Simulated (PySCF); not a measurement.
Ionisation energy of Ba⁴³⁺ by level of theory

Ba⁴³⁺ [Ne] 3s2 3p1 (2P) → Ba⁴⁴⁺ [Ne] 3s2 (1S), as a difference of total energies. Computed with PySCF 2.14 in an even-tempered Gaussian basis (18 s from 8 bohr⁻², ratio 2.5; 12 p from 10 bohr⁻², ratio 2.5; 4 d from 42 bohr⁻², ratio 2.7; 4 f from 63 bohr⁻², ratio 2.7), with scalar relativity by spin-free X2C-1e. Correlated levels: outer shells: 1s2 frozen; virtual orbitals above 40 to 60 times the deepest correlated orbital energy dropped. The calculations carry no spin-orbit coupling.

```csv
method,ionisation energy (eV)
UHF,3296.8
MP2 (outer shells),3297.4
SCS-MP2 (outer shells),3297.2
CCSD (outer shells),3297.3
CCSD(T) (outer shells),3297.3
```

A first-order spin-orbit estimate (lowest level to lowest level, LS coupling) adds 62.234 eV.

Breit and QED terms and the two-electron picture change are absent.

First order in ζ underestimates the shift of j = l − 1/2 levels at high Z.

For comparison: 3363 ± 4 eV (theoretical estimate listed by NIST; NIST Atomic Spectra Database, ionization energies).
